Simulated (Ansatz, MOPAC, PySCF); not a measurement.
Molecule: difluoro(diiodo)silane, SiI2F2, charge 0, multiplicity 1. SMILES: I[Si](F)(I)F
Geometry: optimised at B3LYP-D3(BJ)/def2-TZVP (Ansatz, a program for electronic structure).

Unscaled harmonic wavenumbers (cm⁻¹) in rising order, each level at the stationary point that it reaches from this structure (no distance between atoms moves by over 0.3 Å); the order of modes can differ between levels, and a negative number is imaginary. B3LYP-D3(BJ)/def2-TZVP (PySCF, at the structure above): 82, 165, 198, 215, 221, 367, 474, 871, 952.

PM3 (MOPAC): 62, 63, 99, 118, 143, 318, 363, 864, 980. Zero-point energy 4.3 against 5.1 kcal/mol; where all levels lie over 400 cm⁻¹, the wavenumbers are on average 1.011 times those of B3LYP-D3(BJ)/def2-TZVP.

PM6 (MOPAC): 79, 150, 170, 178, 179, 252, 324, 681, 741. Zero-point energy 3.9 against 5.1 kcal/mol; where all levels lie over 400 cm⁻¹, the wavenumbers are on average 0.780 times those of B3LYP-D3(BJ)/def2-TZVP.

PM7 (MOPAC): 91, 169, 196, 219, 221, 331, 449, 869, 933. Zero-point energy 5.0 against 5.1 kcal/mol; where all levels lie over 400 cm⁻¹, the wavenumbers are on average 0.989 times those of B3LYP-D3(BJ)/def2-TZVP.

HF/6-31G* with LANL2DZ past Ar (Ansatz): 93, 187, 221, 236, 236, 394, 515, 955, 1054. Zero-point energy 5.6 against 5.1 kcal/mol; where all levels lie over 400 cm⁻¹, the wavenumbers are on average 1.101 times those of B3LYP-D3(BJ)/def2-TZVP.
